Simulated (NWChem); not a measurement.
**Atomisation of C2H6N**

```xyz
9

C     -1.2399     0.2149     0.0698
C      0.0501    -0.5210     0.0896
N      1.2172     0.1945    -0.1718
H     -2.0677    -0.4328     0.3935
H     -1.2216     1.0873     0.7492
H     -1.5024     0.6077    -0.9357
H      0.0718    -1.5665    -0.2351
H      1.2631     1.1022     0.2841
H      2.0750    -0.3228    -0.0099
```
Charge 0, spin multiplicity 2.

Program: NWChem. All single points use one geometry, from UPBE0/def2-SVP, a minimum by its harmonic frequencies. It is one conformer; others weren't searched.

Basis set: def2-TZVP. The atomisation energy is electronic alone: no zero-point, thermal, spin-orbit or counterpoise terms. No value is extrapolated to the basis-set limit. Free atoms are single determinants with multiplicities C 3, N 4, H 2.

B3LYP has NWChem's definition, with VWN1-RPA local correlation. The structure started from a generated list of species. No SCF solution was tested for a lower state. Open-shell Hartree-Fock references start from PBE0 orbitals.

Problem. For the atomisation energy, LC-wPBE (omega 0.3 per bohr) gives 787.7 kcal/mol and BHandHLYP gives 758.5 kcal/mol. What do B3LYP, TPSS, HF give?

Solution. B3LYP: 780.2 kcal/mol; TPSS: 786.2 kcal/mol; HF: 563.2 kcal/mol.
